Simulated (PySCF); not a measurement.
`C=CC[SiH2]C#[C][GeH3]` in a uniform electric field

Species: C₅H₁₀GeSi.
Geometry (PBE0-D3(BJ)/def2-SVP, Å), atoms numbered from 1 in this order:
```
atom  x, y, z in Å
C1     2.5559    1.9216    0.1470
C2     1.8262    0.8736   -0.2426
C3     1.9283   -0.5077    0.3147
Si4    0.4057   -0.9831    1.3309
C5    -1.1095   -0.7543    0.3145
C6    -2.1124   -0.6051   -0.3717
Ge7   -3.6754   -0.3666   -1.4291
H8     2.4076    2.9131   -0.2878
H9     3.3301    1.8264    0.9156
H10    1.0578    1.0221   -1.0119
H11    2.0243   -1.2551   -0.4924
H12    2.8125   -0.6114    0.9661
H13    0.4844   -2.4160    1.7478
H14    0.3033   -0.1236    2.5466
H15   -4.1427   -1.7387   -1.9359
H16   -4.7653    0.2772   -0.5601
H17   -3.3339    0.5474   -2.6150
```

Level: B3LYP/def2-SVPD (PySCF); nuclei fixed, core orbitals frozen in the response. Permanent dipole (0.028, -0.149, -0.506) D (1 au = 2.5417 D). Static polarisability (au):

```
x   147.34  10.49  23.80
y    10.49 112.83  -5.23
z    23.80  -5.23 109.56
```

Only the terms in μ and α are kept: μ(F) = μ + αF and ΔE = −μ·F − ½ F·αF.

**Question.** A field of 0.003 au (0.154 V/Å) is applied along each axis in both senses. Find the induced dipole, the size of the total dipole and the two energy terms.

**Answer.** 
```
field along  induced x (D)  induced y (D)  induced z (D)  total size (D)  −μ·F (kJ/mol)  −½F·αF (kJ/mol)
         +x          1.124          0.080          0.181           1.198         -0.087           -1.741
         −x         -1.124         -0.080         -0.181           1.313         +0.087           -1.741
         +y          0.080          0.860         -0.040           0.903         +0.462           -1.333
         −y         -0.080         -0.860          0.040           1.113         -0.462           -1.333
         +z          0.181         -0.040          0.835           0.434         +1.568           -1.294
         −z         -0.181          0.040         -0.835           1.355         -1.568           -1.294
```

**Question.** For the field (0.0012, 0.0000, 0.0024) au, what is the induced dipole, and what angle does it make with the field?

**Answer.** αF = (0.595, 0.000, 0.741) D, at 12.2° to the field. The polarisability along this direction, F·αF/F², is 136.16 au, against a mean of 123.24 au.

**Question.** At what field along the permanent dipole would the induced dipole along it equal the permanent one, in this linear picture?

**Answer.** The polarisability along the dipole is 104.37 au, so F = 0.2078 au / 104.37 au = 0.0020 au = 0.10 V/Å; higher-order terms are ignored.

**Question.** What field makes μF equal to kT at 100 K?

**Answer.** kT = 0.3167 × 10⁻³ Eh, so F = 0.00152 au = 7.84 MV/cm.

**Question.** Induction energy −ᾱe²/2R⁴ of a unit charge at 6 Å, the molecule taken as a point?

**Answer.** R = 11.34 bohr, so the energy is −123.2/(2 × 11.34⁴) Eh = -9.79 kJ/mol. The charge–dipole term at its most favourable orientation, −μe/R², is -4.24 kJ/mol.

Isolated species at its PBE0-D3(BJ)/def2-SVP geometry (one conformer only). The calculation is non-relativistic, for germanium too.

These values come from a run that also computed excited states and ΔSCF ions. Time: 4.6 min wall; peak memory 1.2 GiB. Hardware: one thread of an Arm Neoverse V1 (shared host).
